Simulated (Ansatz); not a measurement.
AlH6NOSi can be A, `[NH2][AlH][SiH2]O`, or B, `O[SiH2][NH][AlH2]`.

Gas-phase electronic energies from Ansatz, PBE0-D4/def2-TZVP geometries. CCSD(T)/CBS adds triple-zeta CCSD(T) − MP2 to the extrapolated MP2 energy (def2 sets, frozen cores). Functionals use def2-TZVPP. B3LYP here is the variant with VWN-RPA as its local correlation; programs differ in this. One conformer a species, not always the lowest.

Which is lower in electronic energy at CCSD(T)/CBS, and by how much? (Estimate.)

Computed: B, by 83.9 kJ/mol.

Give E(B) − E(A) in kJ/mol with B3LYP, r2SCAN-D4, B3LYP-D4, ωB97M-V, PBE-D4, B2PLYP, CCSD/def2-TZVPP. (Estimate.)

The calculation gave: B3LYP -77.2, r2SCAN-D4 -78.4, B3LYP-D4 -80.2, ωB97M-V -89.0, PBE-D4 -61.3, B2PLYP -84.6, CCSD/def2-TZVPP -86.0. None reverses the order clearly.

Does the order hold for the free energy at 298.15 K (harmonic terms from PBE0-D4)? (Best estimate.)

The calculation gave: Yes: G(B) − G(A) = -88.5 kJ/mol, for one conformer each. Modes under 60 cm⁻¹, often nearly free rotors, make the harmonic entropy too high.

Largest T1 diagnostic: 0.012.

Leaving LDA and LC-ωPBE aside and taking each functional with its dispersion term where it has one, the values, not all of them listed here, spread over 29.8 kJ/mol, from B97M-V to PBE-D4. LDA lies −8.8 kJ/mol from PBE without D4. From PBE to PBE0 (25 % exact exchange), in def2-TZVPP and without D4, E(B) − E(A) moves by −8.8 kJ/mol.
